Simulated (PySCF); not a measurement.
## A ladder of Hamiltonians for Pm⁵⁹⁺ (promethium, charge +59)

Occupied: 1s1/2. Hartree-Fock calculated with PySCF 2.14 in an uncontracted even-tempered set (16 s from 13 bohr⁻², ratio 2.7; 12 p from 16 bohr⁻², ratio 2.7), Gaussian nucleus throughout. NR is non-relativistic, sf-X2C the spin-free one-electron X2C Hamiltonian, X2C adds the bare one-electron spin-orbit term, X2C-SNSO screens it by Boettger's factors, DC is four-component Dirac-Coulomb, and the Gaunt and Breit terms are added at first order (total energies over the DC spinors, levels after relaxing the spinors in that mean field). QED terms are absent. Levels marked empty are virtual spinors of this ion.

```csv
Hamiltonian,E (hartree),E − E(DC) (hartree),CPU seconds
NR,-3682.8040,201.7051,0.39
sf-X2C,-3882.9413,1.5677,0.23
X2C,-3882.9413,1.5677,0.2
X2C-SNSO,-3882.9413,1.5677,0.13
DC,-3884.5091,0.0000,3.5
DC+Gaunt,-3881.3383,3.1708,6.7
DC+Breit,-3881.3383,3.1708,57
```

**Question.** Give the 2p spin-orbit interval with each Hamiltonian that has one.

**Answer.** X2C 661.2; X2C-SNSO 649.6; DC 643.8; DC+Gaunt 633.9; DC+Breit 633.9 (eV).

```
   level (eV)        NR    sf-X2C       X2C  X2C-SNSO        DC  DC+Gaunt  DC+Breit
        1s1/2  -49591.4  -52250.7  -52250.7  -52250.7  -52293.0  -52207.5  -52207.5
2s1/2 (empty)  -12001.8  -12809.9  -12809.9  -12809.9  -12814.4  -12804.9  -12806.1
2p1/2 (empty)  -11888.1  -12217.7  -12681.4  -12672.9  -12670.3  -12650.4  -12653.3
2p3/2 (empty)  -11888.1  -12217.7  -12020.1  -12023.2  -12026.5  -12016.5  -12019.4
3s1/2 (empty)   -5291.8   -5577.4   -5577.4   -5577.4   -5578.7   -5575.9   -5576.3
```

Weight of the small component: 1s1/2 0.0517, 2s1/2 0.0126, 2p1/2 0.0125, 2p3/2 0.0119, 3s1/2 0.00554.

Koopmans' value for the highest occupied level at DC+Breit: 52207.5 eV, against an ionisation energy of 52144.29 ± 0.06 eV (theoretical estimate listed by NIST; NIST Atomic Spectra Database, ionization energies); the former lacks relaxation, correlation, QED and recoil.

The whole ladder took 69 s of wall time on 1 thread of Intel(R) Xeon(R) Platinum 8259CL CPU @ 2.50GHz (shared host), launched as `OMP_NUM_THREADS=1 python relrun2.py TASK.json OUT` (a driver that calls PySCF for each Hamiltonian).
